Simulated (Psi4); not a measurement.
CH₈Si₂, charge -1, doublet, geometry from GFN2-xTB (a state made from the parent by changing its charge; the spin is typed, not shown lowest) (a gas-phase anion, which may not be bound at this level); REVPBE/STO-3G run with Psi4.

Here is a job for Psi4.
```
memory 2 GB

molecule {
-1 2
Si    1.32183991    0.74718455    0.01854967
C     0.30430492   -0.86294806   -0.15968353
Si   -1.46548722   -0.31013726    0.06153274
H     2.81467254    0.60115328   -0.11731227
H     1.10494018    1.22774988   -1.42593981
H     1.33013140    0.75533024    1.55621130
H     0.58124463   -1.60476522    0.59180269
H     0.45085996   -1.33123646   -1.13484887
H    -1.86725681    0.58529083   -1.04225929
H    -1.68030811    0.19309863    1.43345575
H    -2.54905090   -1.36759486   -0.02416202
}

set {
  basis sto-3g
  reference uks
  scf_type pk
  puream true
  d_convergence 1e-8
  dft_radial_points 99
  dft_spherical_points 590
}

energy('revpbe')
print_variables()
```

What the program printed (banner, timings and long lists left out):

```
   => Loading Basis Set <=

    Name: STO-3G
    Role: ORBITAL
    Keyword: BASIS

         ---------------------------------------------------------
                                   SCF
               by Justin Turney, Rob Parrish, Andy Simmonett
                          and Daniel G. A. Smith
                              UKS Reference
         ---------------------------------------------------------

  ==> Geometry <==

    Molecular point group: c1
    Full point group: C1

    Geometry (in Angstrom), charge = -1, multiplicity = 2:

       Center              X                  Y                   Z               Mass
    ------------   -----------------  -----------------  -----------------  -----------------
         SI           1.324213986237     0.735035517327     0.016445797443    27.976926534650
         C            0.306678996237    -0.875097092673    -0.161787402557    12.000000000000
         SI          -1.463113143763    -0.322286292673     0.059428867443    27.976926534650
         H            2.817046616237     0.589004247327    -0.119416142557     1.007825032230
         H            1.107314256237     1.215600847327    -1.428043682557     1.007825032230
         H            1.332505476237     0.743181207327     1.554107427443     1.007825032230
         H            0.583618706237    -1.616914252673     0.589698817443     1.007825032230
         H            0.453234036237    -1.343385492673    -1.136952742557     1.007825032230
         H           -1.864882733763     0.573141797327    -1.044363162557     1.007825032230
         H           -1.677934033763     0.180949597327     1.431351877443     1.007825032230
         H           -2.546676823763    -1.379743892673    -0.026265892557     1.007825032230

  Running in c1 symmetry.

  Rotational constants: A =      0.55003  B =      0.10581  C =      0.09843 [cm^-1]
  Rotational constants: A =  16489.43279  B =   3172.14761  C =   2950.89651 [MHz]
  Nuclear repulsion =  152.872032099201874

  Charge       = -1
  Multiplicity = 2
  Electrons    = 43
  Nalpha       = 22
  Nbeta        = 21

  ==> Algorithm <==

  SCF Algorithm Type is PK.
  DIIS enabled.
  MOM disabled.
  Fractional occupation disabled.
  Guess Type is SAD.
  Energy threshold   = 1.00e-06
  Density threshold  = 1.00e-08
  Integral threshold = 1.00e-12

  ==> Primary Basis <==

  Basis Set: STO-3G
    Blend: STO-3G
    Number of shells: 21
    Number of basis functions: 31
    Number of Cartesian functions: 31
[...]
      Ntotal   =   43.0000019827 ; deviation = 1.983e-06

   @Spin Contamination Metric:   1.732738092E-03
   @S^2 Expected:                7.500000000E-01
   @S^2 Observed:                7.517327381E-01
   @S   Expected:                5.000000000E-01
   @S   Observed:                5.000000000E-01

    Orbital Energies [Eh]
    ---------------------

    Alpha Occupied:

[...]
      22A      0.356853

    Alpha Virtual:

[...]
    Beta Occupied:

[...]
    Beta Virtual:

[...]
      31A      0.763779

    Final Occupation by Irrep:
              A
    DOCC [    21 ]
    SOCC [     1 ]
    NA   [    22 ]
    NB   [    21 ]

  @UKS Final Energy:  -614.30999780595755

   => Energetics <=

    Nuclear Repulsion Energy =            152.8720320992018742
    One-Electron Energy =               -1167.0940175005953279
    Two-Electron Energy =                 450.6014484696403315
    DFT Exchange-Correlation Energy =     -50.6894608742043999
    Empirical Dispersion Energy =           0.0000000000000000
    VV10 Nonlocal Energy =                  0.0000000000000000
    Total Energy =                       -614.3099978059575506

  UHF NO Occupations:
  HONO-2 :   20  A 1.9997324
  HONO-1 :   21  A 1.9995999
  HONO-0 :   22  A 1.0000000
  LUNO+0 :   23  A 0.0004001
  LUNO+1 :   24  A 0.0002676
  LUNO+2 :   25  A 0.0001570
  LUNO+3 :   26  A 0.0000284

Computation Completed

Properties will be evaluated at   0.000000,   0.000000,   0.000000 [a0]

Properties computed using the SCF density matrix

 Multipole Moments:

 ------------------------------------------------------------------------------------
     Multipole            Electronic (a.u.)      Nuclear  (a.u.)        Total (a.u.)
 ------------------------------------------------------------------------------------

 L = 1.  Multiply by 2.5417464519 to convert [e a0] to [Debye]
 Dipole X            :         -1.5433999            0.1884270           -1.3549729
 Dipole Y            :          0.1087933           -0.9642504           -0.8554571
 Dipole Z            :          0.1337814           -0.1669811           -0.0331998
 Magnitude           :                                                    1.6027666

 ------------------------------------------------------------------------------------

  Variable Map:
  ----------------------------------------------------------------------------
[...]
  Array Variable Map:
  ----------------------------------------------------------------------------
[...]
[...]
```
